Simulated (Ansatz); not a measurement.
A nudged elastic band was laid between two geometries of ClH3Sn + H2 (7 atoms, charge 0, multiplicity 1).

Computed with RKS BLYP-D4/def2-SVP (Ansatz 0.2.0).

```yaml
movable_images: 7
climbing_image: yes
spring: 5.0 eV/Å²
optimiser: lbfgs
start_path: through a guess of the saddle point
force_threshold: 0.05 eV/Å
iteration_limit: 60
end_points: relaxed
```

Image 0:

```xyz
7
Properties=species:S:1:pos:R:3
Sn 0.485 0.000 -0.209
Cl 0.284 0.000 2.184
H 2.183 0.000 -0.539
H -0.292 1.439 -0.767
H -0.292 -1.439 -0.767
H -3.316 0.000 1.560
H -2.607 0.000 1.855
```

Image 8:

```xyz
7
Properties=species:S:1:pos:R:3
Sn -0.326 0.000 -0.545
Cl -0.579 0.000 3.566
H 1.169 0.000 0.314
H -0.462 1.418 -1.526
H -0.462 -1.418 -1.526
H -1.646 0.000 0.590
H -1.250 0.000 2.445
```

Question: What changes between the two ends?

Answer: Bonds broken: Sn1–Cl2, H6–H7. Bonds formed: Sn1–H6, Cl2–H7. ClH3Sn + H2 becomes ClH + H4Sn.

Question: What energy profile does the band end with?

Answer: It converged. The highest image is number 5 of 0 to 8, 1.81 eV above the first end and 1.10 eV above the last; the last end lies 0.71 eV above the first. Another band between the same ends (7 images) ends at a top of the same energy, where a vibrational analysis finds 2 clearly imaginary modes. The orbitals stay closed-shell, which can raise the energy where a bond breaks towards radicals; this wasn't checked here.

```csv
image,path coordinate (Å),energy (eV),Sn1–Cl2 (Å),H6–H7 (Å),Sn1–H6 (Å)
0,0.00,0.00,2.40,0.77,4.19
1,0.56,0.01,2.40,0.77,3.68
2,1.12,0.05,2.41,0.77,3.15
3,1.69,0.30,2.44,0.77,2.69
4,2.25,1.02,2.60,0.80,2.31
5,2.82,1.81,2.90,1.00,2.01
6,3.36,1.22,3.25,1.36,1.80
7,3.91,0.81,3.68,1.58,1.75
8,4.45,0.71,4.12,1.90,1.74
```

Question: What is the geometry of the highest image?

Answer: 
```xyz
7
Properties=species:S:1:pos:R:3:forces:R:3
Sn -0.208 0.000 -0.177 0.00 0.00 0.00
Cl -0.144 0.000 2.724 0.01 0.00 -0.01
H 1.505 0.000 0.070 0.00 0.00 0.02
H -0.686 1.473 -0.954 0.00 0.00 -0.01
H -0.686 -1.473 -0.954 0.00 0.00 -0.01
H -1.918 0.000 0.874 0.00 0.00 0.00
H -1.419 0.000 1.735 0.00 0.00 0.00
```

Run time: 2.3 min on 1 thread of AMD EPYC 9R45 96-Core Processor (Zen 5), with other jobs on the host, peak memory 0.14 GiB.
